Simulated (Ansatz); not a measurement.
Single points on Na₂Se.

```yaml
crystal:
  periodic: [false, false, false]
  atoms:
    - {symbol: Na, position_ang: [-0.373618, -1.587142, 0.810696]}
    - {symbol: Na, position_ang: [1.286145, 1.241272, 0.347736]}
    - {symbol: Se, position_ang: [-0.912538, 0.345880, -1.158442]}
basis:
  gaussian: {orbitals: def2-TZVP, initial_orbitals: start.molden}
magnetization: {spin_polarized: true, initial_magnetization: 2}
correlation: {method: mp2}
scf: {omitted_lower_state_checks: [starts]}
output: {orbitals: {seedname: orbitals}}
```

The file start.molden holds the orbitals of an earlier run on this structure, at another level or in another basis.

```sh
$ ansatz run in.yaml --threads 4 --pin off --events-out ev --progress --plain --max-ram 3916MiB
```

Shortened log:

```
Functional definition: HF
896 factors; integrals over basis functions are off by at most 5.3e-4 eV
mean field evaluation 1: about -74112.7255 eV, gradient 1.8e1 eV
mean field evaluation 2: about -74113.0974 eV, gradient 5.9e-1 eV
mean field evaluation 4: about -74113.1261 eV, gradient 4.3e-2 eV
mean field evaluation 8: about -74113.1264 eV, gradient 1.4e-6 eV
mean field -74113.12636075 eV, -2723.6071580764 hartree, gradient 1.8e-6 eV, S^2 2.010300; 0 other end points of the search recorded, 0 dependent functions left out
11 core orbitals not correlated: weight in the atoms' cores, before any rotation towards them, 1.000 or more for the frozen orbitals, at most 0.000 for the correlated occupied ones
reference -74113.12636075 eV, -2723.6071580764 hartree; 18, 16 occupied and 83, 85 virtual orbitals, 896 factors
second order -15.70706118 eV of doubles, -0.00000000 eV of singles
Total energy: -74128.83342194 eV, -2724.1843819283 hartree
Checks for a lower state left out: starts
```

It took 1.2 s on 4 threads of Arm Neoverse V1 on a shared host.

The first input with `hamiltonian: {xc: {name: B2PLYP}}` and without the key `correlation`, `output` (abridged; 3.4 s):

```
Functional definition: B2PLYP
mean field -74163.59108481 eV, -2725.4617024791 hartree, gradient 2.3e-6 eV, S^2 2.005584
11 core orbitals not correlated: weight in the atoms' cores, before any rotation towards them, 1.000 or more for the frozen orbitals, at most 0.000 for the correlated occupied ones
second order -18.22511827 eV of doubles, -0.00000000 eV of singles
Total energy: -74168.51200482 eV, -2725.6425429541 hartree
Checks for a lower state left out: starts
```

As the first input, with `hamiltonian: {xc: pbe}`, `correlation: {method: rpa}` and without the key `output` (abridged; 2.2 s):

```
Functional definition: PBE
mean field -74166.44688337 eV, -2725.5666511405 hartree, gradient 2.0e-6 eV, S^2 2.002753
11 core orbitals not correlated: weight in the atoms' cores, before any rotation towards them, 1.000 or more for the frozen orbitals, at most 0.000 for the correlated occupied ones
Total energy: -74136.63924455 eV, -2724.4712406182 hartree
Checks for a lower state left out: starts
```

First input, but with `hamiltonian: {xc: {name: revPBE}, dispersion: d4}` and without the key `correlation` (abridged; 1.8 s):

```
Functional definition: revPBE
mean field -74174.96021230 eV, -2725.8795102081 hartree, gradient 1.7e-5 eV, S^2 2.003355
Total energy: -74175.04325284 eV, -2725.8825618917 hartree
Checks for a lower state left out: starts
```

First input, but with `hamiltonian: {xc: hf}` and without the key `correlation` (abridged; 1.1 s):

```
Functional definition: HF
mean field -74113.12636075 eV, -2723.6071580764 hartree, gradient 1.3e-5 eV, S^2 2.010300
Total energy: -74113.12636075 eV, -2723.6071580764 hartree
Checks for a lower state left out: starts
```

As the first input, with `gaussian: {orbitals: def2-TZVPP, initial_orbitals: start.molden}`, `correlation: {method: ccsd_t}`, `scf: {omitted_lower_state_checks: [starts, cluster_reference]}` (abridged; 10 s):

```
Functional definition: HF
mean field -74113.12636075 eV, -2723.6071580764 hartree, gradient 1.8e-6 eV, S^2 2.010300
11 core orbitals not correlated: weight in the atoms' cores, before any rotation towards them, 1.000 or more for the frozen orbitals, at most 0.000 for the correlated occupied ones
second order -15.70706118 eV of doubles, -0.00000000 eV of singles
cycle   1  -15.95723865 eV  change   -2.5e-1 eV  update   6.7e-2
cycle   2  -16.24970770 eV  change   -2.9e-1 eV  update   2.3e-2
cycle   3  -16.27127129 eV  change   -2.2e-2 eV  update   1.3e-2
cycle   4  -16.26326772 eV  change    8.0e-3 eV  update   5.4e-3
cycle   5  -16.26326270 eV  change    5.0e-6 eV  update   2.2e-3
cycle   6  -16.26334052 eV  change   -7.8e-5 eV  update   8.1e-4
cycle   7  -16.26344241 eV  change   -1.0e-4 eV  update   2.9e-4
cycle   8  -16.26350301 eV  change   -6.1e-5 eV  update   1.2e-4
cycle   9  -16.26348842 eV  change    1.5e-5 eV  update   4.3e-5
cycle  10  -16.26347452 eV  change    1.4e-5 eV  update   1.6e-5
perturbative correction -0.36865010 eV, -0.0135476411 hartree
Total energy: -74129.75848537 eV, -2724.2183773825 hartree
Checks for a lower state left out: starts, cluster_reference
```

First input, but with `hamiltonian: {xc: {name: BLYP}, dispersion: d4}` and without the key `correlation` (abridged; 1.9 s):

```
Functional definition: BLYP
mean field -74183.65152177 eV, -2726.1989099402 hartree, gradient 1.3e-5 eV, S^2 2.002425
Total energy: -74183.74685908 eV, -2726.2024135216 hartree
Checks for a lower state left out: starts
```

Geometry: PBE-D4/def2-TZVP.

Correlated methods freeze 11 core orbitals; core or outer-core shells of Na, Se are correlated, in sets that lack core-valence functions. At PBE0-D4/def2-TZVP a singlet of charge 0 lies 1.29 eV below the triplet, each at its own geometry. The structure comes from a short search, and lower isomers may exist.
